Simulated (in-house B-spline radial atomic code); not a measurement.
# Cu: [Ar] 3d9 4s2 (an excited or competing configuration)

Level of theory: non-relativistic M06-L, spin-polarised, spherical fractional occupations, point nucleus; calculated with a B-spline radial code for spherical atoms.

Screening seen three ways: the hydrogenic charge with the same mean radius, Z_r = [3n² - l(l+1)]/(2<r>), the one with the same energy, Z_e = n√(-2ε), and Slater's rules. Values are occupation-weighted means over spin.

```csv
shell,electrons,ε (eV),<r> (bohr),Z_r,Z_e,Slater
1s,2,-8777.6,0.0529,28.35,25.40,28.70
2s,2,-1058.3,0.2379,25.22,17.64,24.85
2p,6,-925.3,0.2077,24.07,16.49,24.85
3s,2,-121.5,0.7165,18.84,8.97,17.75
3p,6,-79.285,0.7474,16.72,7.24,17.75
3d,9,-10.041,0.947,11.09,2.58,8.20
4s,2,-5.688,2.771,8.66,2.59,4.20
```

The least bound orbital is 4s down at -5.621 eV, and it is also the most diffuse (<r> = 2.785 bohr). The part-filled 3d shell lies below the filled 4s shell in orbital energy.
